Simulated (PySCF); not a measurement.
Point-charge models of `O[SiH](O)O` against its computed dipole.

Coordinates (PBE0-D3(BJ)/def2-SVP, Å) and charges (e) from the PBE0/pcSseg-1 density (PySCF):

```tsv
atom	x	y	z	Mulliken	IAO	Hirshfeld	ESP-fitted
O1	0.459	-0.124	-1.552	-0.5746	-0.7986	-0.3197	-0.7567
Si2	0.192	-0.008	0.072	+1.1361	+1.4837	+0.5057	+1.1050
O3	-1.045	1.053	0.329	-0.5746	-0.7984	-0.3197	-0.7581
O4	-0.259	-1.493	0.635	-0.5747	-0.7983	-0.3196	-0.7577
H5	0.878	-0.923	-1.882	+0.2579	+0.3715	+0.1818	+0.4604
H6	1.422	0.456	0.767	-0.1859	-0.2028	-0.0919	-0.2157
H7	-1.089	1.834	-0.228	+0.2579	+0.3714	+0.1817	+0.4615
H8	-0.764	-1.531	1.451	+0.2578	+0.3714	+0.1818	+0.4611
```

Form Σ q r in debye for every column and set it beside the full dipole.

The full density gives (0.40, 0.14, 0.23) D, 0.48 D in size; dipole vectors point from the negative to the positive end.

```csv
scheme,μx,μy,μz,size (D),share of the full size (%),angle to the full dipole (°)
Mulliken,0.90,0.34,0.51,1.09,226,1
IAO,1.48,0.55,0.85,1.79,371,1
Hirshfeld,0.28,0.10,0.16,0.34,71,0
ESP-fitted,0.46,0.17,0.27,0.56,115,0
```

Which set comes closest?

Length of the difference vector: ESP-fitted 0.07 D, Hirshfeld 0.14 D, Mulliken 0.61 D, IAO 1.31 D. Closest: ESP-fitted. The schemes that divide the density aren't constrained to reproduce the dipole.

What is left for the Hirshfeld atoms' own dipoles?

The shares of the density sum to the whole, so what Σ q r misses lies in dipoles about the nuclei. The atomic dipoles sum to (0.40, 0.14, 0.23) − (0.28, 0.10, 0.16) = (0.12, 0.04, 0.07) D, 0.14 D in size.

With the origin at the mean of the coordinates, (-0.026, -0.092, -0.051) Å, which are the largest single terms, by size, of the Hirshfeld dipole along the direction of the full one?

H6 -0.77, Si2 +0.64, O1 +0.51, O3 +0.49, O4 +0.42 D; all 8 atoms together +0.34 D. The single terms depend on the origin, their sum doesn't.

Give the size of the full dipole in other units.

0.48 D = 0.190 au = 0.101 e·Å = 1.61 × 10⁻³⁰ C·m.

Geometry: PBE0-D3(BJ)/def2-SVP, one conformer, isolated molecule.

The values belong to the conformer `[OH:1][SiH:2]([OH:3])[OH:4]`: H–O1–Si2–O3 -156°, H–O3–Si2–O1 -38°, H–O4–Si2–O1 -157°.
